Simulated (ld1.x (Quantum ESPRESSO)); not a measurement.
**mercury (Hg): variants of one ultrasoft potential**

Base potential:

```
Element                 : mercury (Hg)
Generator               : ld1.x (Quantum ESPRESSO) 7.5
Type                    : ultrasoft
Functional              : Wu–Cohen
Relativity              : scalar-relativistic
Frozen core             : [Kr] 4d10 4f14 5s2
Valence charge          : 18
Reference configuration : 5p6 5d10 6s0 6p0 (charge +2)
Partial waves           : 6s (bound, empty): rcut 1.70, rcutus 2.35 bohr; 6s channel at -1.1 Ry: rcut 1.70, rcutus 2.35 bohr; 5p (bound): rcut 1.35, rcutus 1.50 bohr; 6p (bound, empty): rcut 1.35, rcutus 1.50 bohr; 5d (bound): rcut 1.20, rcutus 1.40 bohr; 5d channel at 1.95 Ry: rcut 1.20, rcutus 1.40 bohr
Local potential         : all-electron potential smoothed inside 1.95 bohr (lloc = -1)
Core correction         : none
Augmentation charge     : built from norm-conserving waves at rcut, not smoothed further
```

All-electron outer shells of the reference configuration (Wu–Cohen, scalar-relativistic, ld1.x):

```csv
shell,level (eV),outermost node (bohr),outermost maximum (bohr)
4f,-115.15,–,0.37
5p,-85.83,0.51,0.93
5d,-28.82,0.55,1.15
6s,-23.37,1.07,2.08
6p,-14.75,1.26,2.63
```

Cutoffs, loose and tight: the cutoffs (Ry, on a coarse ladder) from which the occupation-weighted sum of valence levels, in a spherical-Bessel basis at the reference potential, stays within 10 and 1 mRy of its value at 400 Ry. They do not see the model core or the augmentation charge, which bear on the density cutoff. Test errors are all-electron minus pseudo excitation energies from the reference, over the configurations 5p6 5d10 6s2 6p0; 5p6 5d10 6s1 6p0; 5p6 5d9 6s0 6p0; 5p6 5d10 6s1.5 6p0; 5p6 5d9 6s2 6p1; 5p5 5d10 6s2 6p0; 5p6 5d9 6s2 6p0. A dash means not determined; rows that change the core or the reference have their own tests. The largest error is taken over the tests solved by every variant that gives reliable tests at all: 5p6 5d10 6s1 6p0; 5p6 5d10 6s1.5 6p0; 5p6 5d10 6s2 6p0; 5p6 5d9 6s0 6p0; 5p6 5d9 6s2 6p0; 5p6 5d9 6s2 6p1.

Cutoffs are not given where the Bessel-basis levels miss the radial ones by over 6 mRy, ghosts where they miss by over 20 mRy; a channel whose overlap is not positive is not tested.

```csv
change,outcome,bound ghosts,largest test error (meV)
base,generated,not determined,-866
"wave 6s channel at -1.1 Ry: rcut 1.70, rcutus 2.35 bohr becomes 6s channel at -1.57 Ry: rcut 1.70, rcutus 2.35 bohr",generated,not determined,-865
"wave 6s channel at -1.1 Ry: rcut 1.70, rcutus 2.35 bohr becomes 6s channel at -1.48 Ry: rcut 1.70, rcutus 2.35 bohr",generated,not determined,-865
"wave 6s channel at -1.1 Ry: rcut 1.70, rcutus 2.35 bohr becomes 6s channel at -1.23 Ry: rcut 1.70, rcutus 2.35 bohr",generated,not determined,-866
"wave 6s channel at -1.1 Ry: rcut 1.70, rcutus 2.35 bohr becomes 6s channel at -0.71 Ry: rcut 1.70, rcutus 2.35 bohr",generated,not determined,-867
"wave 6s channel at -1.1 Ry: rcut 1.70, rcutus 2.35 bohr becomes 6s channel at 0.04 Ry: rcut 1.70, rcutus 2.35 bohr",generated,not determined,-868
"wave 6s channel at -1.1 Ry: rcut 1.70, rcutus 2.35 bohr becomes 6s channel at 1.19 Ry: rcut 1.70, rcutus 2.35 bohr",generated,not determined,-868
"wave 6s channel at -1.1 Ry: rcut 1.70, rcutus 2.35 bohr becomes 6s channel at 4.64 Ry: rcut 1.70, rcutus 2.35 bohr",generated,not determined,test run stopped at test 1 of 7 (negative rho)
```
